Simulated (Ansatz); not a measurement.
**Worked example: GeH2(CH3)Br + BCl2 → GeH2(CH3) + BBrCl2**

Species: GeH2(CH3)Br, singlet; BCl2 `Cl[B]Cl`, doublet; GeH2(CH3), doublet; BBrCl2 `ClB(Cl)Br`, singlet. A radical takes Br: the energy is the difference in strength between the Ge–Br bond broken and the B–Br bond made.

Shapes, held fixed at every level: PBE0-D4/def2-TZVP. Programs: Ansatz 0.2.0. The zero-point and thermal change to 298 K, harmonic and unscaled (PBE0-D4/def2-TZVP), is -1.6 kJ/mol.

At CCSD(T)/def2-TZVPP; 1 Eh = 2625.50 kJ/mol:

| species | energy (Eh) |
| --- | --- |
| GeH2(CH3)Br | -4689.399232 |
| BCl2 | -944.239495 |
| GeH2(CH3) | -2116.594407 |
| BBrCl2 | -3517.064600 |

Problem. Work out ΔH(298 K) of the reaction at this level.

Solution. 
1. Products less reactants: (-2116.594407) + (-3517.064600) − [(-4689.399232) + (-944.239495)] = -0.020280 Eh = -53.2 kJ/mol.
2. With the thermal change: -53.2 + (-1.6) = -54.8 kJ/mol.

Other levels give -72.8 (MP2/def2-SVP) to -28.5 kJ/mol (HF/def2-TZVPP). No measured value is set beside it here. Open shells run unrestricted. Relativity is left out for Br, Ge. Outer-core shells of Br, Ge are correlated, in sets that cover them unevenly.
